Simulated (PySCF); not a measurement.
Excitation energy of La²⁺ by level of theory

La²⁺ [Xe] 5d1 (2D) → La²⁺ [Xe] 4f1 (2F), as a difference of total energies. Computed with PySCF 2.14 in x2c-TZVPPall with one added diffuse shell each of s, p, d type (12s8p8d3f1g, 106 functions), with the spin-free X2C one-electron Hamiltonian (Gaussian nucleus). Correlated levels: valence: [Kr] 4d10 frozen; valence and next inner shell: [Ar] 3d10 frozen. The calculations carry no spin-orbit coupling.

```csv
method,excitation energy (cm⁻¹)
UHF,41715
PBE,24446
PBE0,28174
r2SCAN,25609
MP2 (valence),39639
SCS-MP2 (valence),39711
MP2 (valence and next inner shell),42293
```

**Question.** Estimate what SCS-MP2 (valence and next inner shell) gives.

**Answer.** 42077 cm⁻¹, closest to MP2 (valence and next inner shell) among the rows shown.

**Question.** Estimate what LDA gives.

**Answer.** 23652 cm⁻¹, closest to PBE among the rows shown.

A first-order spin-orbit estimate (lowest level to lowest level, LS coupling) adds 0.060 eV.
